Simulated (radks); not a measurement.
Results of a calculation; reference values are marked as such.
Numerical settings for the bismuth ion Bi+, [Hg] 6p2. Code: a radial shooting solver on a logarithmic mesh with Libxc functionals. Model: Dirac Kohn-Sham, PBE, spin-unpolarised, spherical densities, finite nucleus; open shells fill j = l - 1/2 first; Fermi nuclear charge, rms radius 5.5211 fm. The defaults (mesh step 0.008 in ln r, mesh end at 40 bohr or more with all orbitals vanishing there, Anderson mixing 0.5 over 9 steps, residual threshold near 1e-9 with the energy settled to 1e-9 hartree or 1e-11 of itself, here a cap of 69 iterations) give E = -21574.686 hartree and 6p1/2 at -12.544 eV in 15 iterations. Run on one thread of a shared host, so times are rough (Arm Neoverse N1): 0.24 s of CPU time, 0.24 s wall, 15 iterations on 2360 mesh points. Changes against that run (0 stands for a change within the tolerance of the run):

mesh step in ln r 0.005: iterations 15; converged yes; E (mhartree) 0; e(6p1/2) (meV) 0; CPU (s) 0.36
mesh step in ln r 0.05: iterations 15; converged yes; E (mhartree) +0.193; e(6p1/2) (meV) +0.00761; CPU (s) 0.06
mesh step in ln r 0.12: iterations 4; converged no; E (mhartree) diverged; CPU (s) 0.02
mesh end (bohr) 8: iterations 15; converged yes; E (mhartree) +0.458; e(6p1/2) (meV) +25.3; CPU (s) 0.22
mesh end (bohr) 400: iterations 15; converged yes; E (mhartree) 0; e(6p1/2) (meV) 0; CPU (s) 0.24
residual threshold 1e-16: iterations 69; converged no; E (mhartree) 0; e(6p1/2) (meV) 0; CPU (s) 0.54
residual threshold 1e-05: iterations 11; converged yes; E (mhartree) 0; e(6p1/2) (meV) -0.0696; CPU (s) 0.2
mixing 0.01: iterations 23; converged yes; E (mhartree) 0; e(6p1/2) (meV) 0; CPU (s) 0.33
linear mixing, mixing 0.05: iterations 69; converged no; E (mhartree) +0.281; e(6p1/2) (meV) -153; CPU (s) 0.87
linear mixing, mixing 0.5: iterations 30; converged yes; E (mhartree) 0; e(6p1/2) (meV) 0; CPU (s) 0.36
mixing history 20: iterations 20; converged yes; E (mhartree) 0; e(6p1/2) (meV) 0; CPU (s) 0.28
iteration cap 8: iterations 8; converged no; E (mhartree) 0; e(6p1/2) (meV) +1.36; CPU (s) 0.13

No run marked as converged misses the energy by more than 1 mhartree. A mesh that ends early acts as a hard wall.
